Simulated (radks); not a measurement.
Task: These are the eigenvalues of the occupied orbitals of an atom or ion with whole-number occupations (hartree). Calculated with a radial shooting solver on a logarithmic mesh with Libxc functionals: non-relativistic Kohn-Sham, r2SCAN, spin-polarised, spherical densities, point nucleus; meta-GGA in the generalised Kohn-Sham scheme.

orbital  eigenvalue
1s up     -181.0027
1s down   -180.9805
2s up     -22.31941
2s down   -22.30412
2p up     -19.02001
2p down   -19.00013
3s up      -4.60729
3p up      -3.68119
3p down    -3.58614
4s up      -1.52025

Which element is it, and in what charge state? The configuration may be excited. Open shells, if any, are filled with parallel spins first.

Result: Z = 22, titanium, charge +4: Ti4+ in [Ne] 3s1 3p6 4s1. The list shows which subshells hold electrons but not how many an open one holds; the 1s level, -181 hartree, gives Z - s = 19.0 by -(Z - s)^2/2, which with screening narrows Z to a few neighbours, and the depths of the outer levels then fix element, charge and occupations together.
